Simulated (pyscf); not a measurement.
[O=Nb(Cl)–Cl]•, doublet

Gas-phase minimum from PySCF at ωB97X-D3(BJ)/def2-SVP, one conformer. Other isomers of [O=Nb(Cl)–Cl]• were not searched in full and may lie lower. 

```xyz
4

O      1.6376     0.4929    -1.0240
Nb     0.7155    -0.2118     0.1793
Cl     1.6396    -0.1722     2.2901
Cl    -1.3050    -1.0851    -0.5021
```
Charge 0, spin multiplicity 2.

Bonds (Å): O1–Nb2 1.672, Nb2–Cl3 2.305, Nb2–Cl4 2.304. Bond angles (°): O1–Nb2–Cl3 115.5, O1–Nb2–Cl4 115.5, Cl3–Nb2–Cl4 129.0.

Properties at ωB97X-D3(BJ)/def2-SVP:

| Item | Result |
|---|---|
| Harmonic wavenumbers, unscaled | 39, 99, 211, 385, 463, 1084 cm⁻¹ |
| Zero-point energy | 3.3 kcal/mol |
| Rotational symmetry number | 2 |
| Entropy of this conformer at 298 K and 1 atm, rigid rotor and harmonic oscillator, modes under 100 cm⁻¹ raised to 100 | 335.3 J/(mol K) |
| Dipole moment | 0.89 D |
| Spin expectation value S2 | 0.753 |

Single-point totals, which compare only within one level:

```json
[
 {"level": "ωB97X-D3(BJ)/def2-TZVP", "total energy (hartree)": "-1052.87533"},
 {"level": "PBE/def2-TZVP", "total energy (hartree)": "-1052.42136"},
 {"level": "r²SCAN/def2-TZVP", "total energy (hartree)": "-1052.78388"},
 {"level": "B3LYP-D3(BJ)/def2-TZVP", "total energy (hartree)": "-1052.89701"},
 {"level": "PBE0-D3(BJ)/def2-TZVP", "total energy (hartree)": "-1052.44870"},
 {"level": "M06-2X/def2-TZVP", "total energy (hartree)": "-1052.67195"},
 {"level": "ωB97M-D3(BJ)/def2-TZVP", "total energy (hartree)": "-1052.90772"}
]
```

The lowest mode is so soft that the shape along it may change with the basis. Open-shell species with a d-block atom are single-reference here; other states, and whether the spin sits on metal or ligand, were not checked. Elements past Kr carry the def2 core potentials, without spin-orbit coupling.
